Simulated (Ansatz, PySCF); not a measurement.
Reaction (SMILES): C=CCCl -> [CH]=C + [CH2]Cl (the C-C bond at the site shown breaks; other sites are not compared here)
Each molecule is optimised on its own at B3LYP-D3(BJ)/def2-TZVP (Ansatz, a first-principles code), one conformer each, not searched for the lowest. Markedly spin-contaminated UHF reference, which strains HF, MP2 and, less, CCSD(T): [CH]=C.

Property: bond dissociation energy (0 K, with B3LYP-D3(BJ) harmonic zero-point energies from PySCF), in kcal/mol. Valence correlation only, unless marked. Open shells are spin-unrestricted. Spin-orbit coupling is left out. No relativistic terms. CBS(X,Y): correlation extrapolated as X^-3; Hartree-Fock from the larger set.

```tsv
level	program	bond dissociation energy (kcal/mol)	minus last row
r2SCAN-D3(BJ)/def2-TZVPD	Ansatz + dftd3	88.6	-9.0
BHLYP/def2-TZVPD	Ansatz	89.0	-8.6
CAM-B3LYP-D4/def2-TZVPD	Ansatz + dftd4	93.4	-4.2
B2GP-PLYP-D4/def2-TZVPD	Ansatz + dftd4	95.8	-1.8
RI-MP2/cc-pV(T+d)Z	Ansatz	106.6	9.0
SCS-MP2/aug-cc-pV(D+d)Z	Ansatz	105.1	7.5
SCS-MP2/cc-pV(Q+d)Z	Ansatz	108.0	10.4
CCSD/6-31G	Ansatz	92.2	-5.4
CCSD(T)/6-31G	Ansatz	93.6	-4.0
CCSD(T)/CBS(cc-pV(T+d)Z,cc-pV(Q+d)Z)	Ansatz	97.6	0.0
```
